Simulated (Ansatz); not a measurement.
Basis-set extrapolation for `[CH2][SiH](O)O` radical (PBE0-D4/def2-TZVP geometry, frozen core, Ansatz 0.2.0). Multiplicity 2, UHF reference.

```json
{"": "HF", "def2-TZVPP": "-479.609193", "def2-QZVPP": "-479.628114"}
{"": "MP2 correlation", "def2-TZVPP": "-0.743484", "def2-QZVPP": "-0.802937"}
{"": "CCSD(T) correlation", "def2-TZVPP": "-0.800785", "def2-QZVPP": "not run"}
```

Energies in hartree. Use E(X) = E(∞) + A·exp(−7.88·√X) for Hartree–Fock and E(X) = E(∞) + B·X^(−2.97) for correlation, with X = 3 and 4, and add CCSD(T) minus MP2 of the smaller set to the MP2 limit.

Question: What is the CCSD(T) energy at the basis-set limit?

Answer: HF limit: -479.628114 + (-0.018921) × 0.13774 = -479.63072. MP2 limit: -0.802937 + (-0.059453) × 0.74074 = -0.84698. Higher-order term: -0.800785 − (-0.743484) = -0.05730. Total: -480.53500 hartree, 78.5 kcal/mol below CCSD(T)/def2-TZVPP.
